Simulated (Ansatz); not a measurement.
Input file for Ansatz (a quantum-chemistry and plane-wave program): R-PBE0/def2-TZVPP on CH7AsSi (SMILES C[SiH2][AsH2]), a point of a torsion scan.

Ansatz 0.2 input:
```yaml
crystal:
  periodic: [false, false, false]
  atoms:
    - {symbol: C, position_ang: [-1.22179136, 0.67961238, 0.08932581]}
    - {symbol: Si, position_ang: [-0.08988253, -0.83890025, -0.10067640]}
    - {symbol: As, position_ang: [2.10674342, -0.08776135, -0.33345822]}
    - {symbol: H, position_ang: [-2.26958969, 0.40060199, 0.12849997]}
    - {symbol: H, position_ang: [-1.09270219, 1.36332710, -0.74686316]}
    - {symbol: H, position_ang: [-0.98978006, 1.22714945, 0.99966295]}
    - {symbol: H, position_ang: [-0.49653760, -1.58416845, -1.30573236]}
    - {symbol: H, position_ang: [-0.32924807, -1.72881757, 1.04849550]}
    - {symbol: H, position_ang: [2.67014488, -1.32071139, 0.30770085]}
    - {symbol: H, position_ang: [2.08347481, 0.57529691, 1.01393903]}
basis:
  gaussian:
    orbitals: def2-TZVPP
hamiltonian:
  xc: {name: PBE0}
scf: {lower_state_search: off}
```

Problem. Predict the final total energy.

Solution. -2567.2698 hartree.
